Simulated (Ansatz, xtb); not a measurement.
Relative energy of two isomers of C5H9FS

We compare X, `F[C@@H]1CCC[C@@H]1S`, a singlet, with Y, `F[C@@H]1CC[C@@H](S)C1`, a singlet. Both are isolated molecules in the gas phase, relaxed with r2SCAN-D4/def2-SVP; each stands in its lowest conformer found.

X (Å):

```xyz
16

C     0.8489   -1.2806    0.7738
C    -0.3547   -0.9778    1.6661
C    -1.0509    0.2645    1.0419
C    -0.2819    0.5492   -0.2590
C     1.1290    0.0400    0.0563
F     0.4675   -2.2204   -0.1905
S     2.2980   -0.0768   -1.3341
H     1.7256   -1.6930    1.2993
H    -1.0020   -1.8674    1.6961
H    -0.0241   -0.7833    2.6986
H    -0.9693    1.1264    1.7243
H    -2.1248    0.1015    0.8653
H    -0.2937    1.6052   -0.5659
H    -0.6883   -0.0488   -1.0918
H     1.6170    0.7181    0.7802
H     1.6676   -1.1224   -1.9147
```

Y (Å):

```xyz
16

C    -0.4385    2.4311    0.8986
C    -1.6409    1.6843    1.4943
C    -1.7102    0.3274    0.7518
C    -0.4115    0.2665   -0.0701
C    -0.1614    1.7344   -0.4243
F     0.6702    2.2353    1.7289
S    -0.6001   -0.8778   -1.4817
H    -0.5875    3.5210    0.8130
H    -1.4756    1.5726    2.5766
H    -2.5672    2.2654    1.3646
H    -2.5723    0.3116    0.0623
H    -1.8171   -0.5367    1.4240
H     0.4116   -0.0912    0.5702
H     0.6801   -0.8073   -1.9097
H     0.8515    1.9443   -0.8011
H    -0.8931    2.0614   -1.1840
```

Question: Which of the two would you expect CCSD(T)/def2-SVP + ΔMP2/def2-TZVPP electronic energies to favour?

Answer: CCSD(T)/def2-SVP + ΔMP2/def2-TZVPP gives E(Y) − E(X) = −0.18 kcal/mol, slightly favouring structure Y, which is too small a margin to settle the true order.

Level by level:

```csv
level,geometry,E(Y) − E(X) (kcal/mol),departure from the last row (kcal/mol),"job, with rough time for the two"
GFN2-xTB,GFN2-xTB,−0.75,−0.57,"optimisation, 0.51 s"
HF/STO-3G,GFN2-xTB,+0.79,+0.97,"single point, 1.1 s"
r2SCAN-D4/def2-SVP//GFN2-xTB,GFN2-xTB,+1.37,+1.55,"single point, 15 s"
r2SCAN-D4/def2-SVP,r2SCAN-D4/def2-SVP,+1.01,+1.19,"optimisation, 2.8 min"
HF/def2-SVP,r2SCAN-D4/def2-SVP,−0.13,+0.05,part of the CCSD(T) run
MP2/def2-SVP,r2SCAN-D4/def2-SVP,+0.83,+1.01,part of the CCSD(T) run
CCSD(T)/def2-SVP,r2SCAN-D4/def2-SVP,+0.79,+0.96,single point
CCSD(T)/def2-SVP + ΔMP2/def2-TZVPP,r2SCAN-D4/def2-SVP,−0.18,,"single point, 4.9 min"
```

As drawn, both hold the same kinds of bond in the same numbers.

The largest departure from CCSD(T)/def2-SVP + ΔMP2/def2-TZVPP is that of r2SCAN-D4/def2-SVP//GFN2-xTB, 1.55 kcal/mol. The last row adds to CCSD(T) the change of the MP2 difference between the two basis sets, here −0.96 kcal/mol.

With thermal terms from frequencies at re-optimised GFN2-xTB minima (ideal gas, soft modes damped towards free rotors, one conformer each, 298.15 K, 1 atm): the zero-point term adds −0.26 kcal/mol; ΔH is −0.34 and ΔG −0.66 kcal/mol.

The correlated steps freeze 11 core orbitals. Programs: Ansatz 0.2.0, xtb 6.7.1; the last row on 2 threads of Arm Neoverse N1 on a shared host.
